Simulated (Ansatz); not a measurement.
## From O to Se: the dipole moment

Gas-phase molecules, one atom swapped for its congeners: B(CH3)2(OH); B(CH3)2(SH); B(CH3)2(SeH). All are singlets with charge 0.

Shapes, held fixed at every level: PBE0-D4/def2-TZVP. Programs: Ansatz 0.2.0. Values in D.

```json
{"level": "PBE-D4/def2-TZVPP", "B(CH3)2(OH)": "1.34", "B(CH3)2(SH)": "1.08", "B(CH3)2(SeH)": "1.05"}
{"level": "r2SCAN-D4/def2-TZVPP", "B(CH3)2(OH)": "1.38", "B(CH3)2(SH)": "1.18", "B(CH3)2(SeH)": "1.20"}
{"level": "B3LYP-D4/def2-TZVPP", "B(CH3)2(OH)": "1.40", "B(CH3)2(SH)": "1.11", "B(CH3)2(SeH)": "1.11"}
{"level": "wB97M-V/def2-TZVPP", "B(CH3)2(OH)": "1.41", "B(CH3)2(SH)": "1.13", "B(CH3)2(SeH)": "1.18"}
```

At wB97M-V/def2-TZVPP the dipole moment isn't monotonic: it is largest for O and smallest for S (1.41 and 1.13 D). 3 of 4 levels show this order throughout; 2 agree on the largest and the smallest. Relativity is left out for Se.
